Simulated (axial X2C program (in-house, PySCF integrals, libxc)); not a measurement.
**Spectroscopic constants of BTe**

Calculated with an in-house relativistic program for diatomic molecules. Spin-free means the one-electron spin-free X2C Hamiltonian. Basis: Te dyall-cv3z [11s12p8d4f1g], B dyall-v3z [7s6p2d1f] (cores contracted in-house); Gaussian nuclei, density fitting, unrestricted open shells. Masses: Te 129.906 u, B 11.009 u.

State, spin-free: M_S = 1/2, Λ = 0 (beyond evenly filled blocks: σα); electrons by block: σα: 13, σβ: 12, π+α: 6, π+β: 6, π-α: 6, π-β: 6, δ+α: 2, δ+β: 2, δ-α: 2, δ-β: 2. Fragments: Te + B.

```json
{"Hamiltonian": "spin-free", "level": "PBE0", "Re (Å)": "1.949", "ωe (cm⁻¹)": "825.3", "De (eV)": "4.05", "μ (D)": "-0.12"}
{"Hamiltonian": "spin-free", "level": "HF", "Re (Å)": "1.948", "ωe (cm⁻¹)": "859.1", "De (eV)": "2.20", "μ (D)": "0.31"}
{"Hamiltonian": "spin-free", "level": "CCSD", "Re (Å)": "1.957", "ωe (cm⁻¹)": "819.1", "De (eV)": "3.39", "μ (D)": "n/a"}
{"Hamiltonian": "spin-free", "level": "CCSD(T)", "Re (Å)": "1.965", "ωe (cm⁻¹)": "801.0", "De (eV)": "3.66", "μ (D)": "n/a"}
{"Hamiltonian": "spin-free", "level": "PBE", "Re (Å)": "1.966", "ωe (cm⁻¹)": "793.3", "De (eV)": "4.36", "μ (D)": "-0.34"}
```

Correlated methods: 9 electrons correlated (number of frozen shells: Te 4 s, 3 p, 2 d; B 1 s), 225 virtual spin orbitals or spinors in MP2, 89 natural virtuals in coupled cluster.

Dipoles are positive if B is the positive end.

One determinant describes the state; a PBE0 search over occupations chose it and may have missed a lower one. De is counted from the lowest determinant-based energies of the atoms at the same level, without counterpoise correction. CCSD and (T) use frozen natural virtuals with an MP2 correction for the truncation; (T) itself is uncorrected, so its De runs slightly low. The determinant is spin-polarised beyond a pure state at some levels (its spin-free form has ⟨S²⟩ too high), which makes Re and μ there less reliable. The T1 diagnostic is large, a sign of multireference character. The stretched end of a curve changes character and is left out. With the outer-core shells frozen, correlated bond lengths of heavy atoms tend to come out a few hundredths of an ångström too long. Spin-free De lacks the spin–orbit lowering of the heavy p-block atom, a tenth of an eV or more for 4p and 5p, up to an eV for 6p and one to two eV for 7p atoms, less what an open-shell molecule gains itself.

No reliable constants came from CCSD (2c), CCSD(T) (2c), HF (2c), MP2 (2c), MP2 (spin-free), PBE (2c), PBE0 (2c): no minimum in range, unconverged points, a curve that is not smooth, a change of character along it, or the two Hamiltonians disagreeing along it.

The whole task took 2.5 min on 1 thread of Arm Neoverse V1 (shared host).
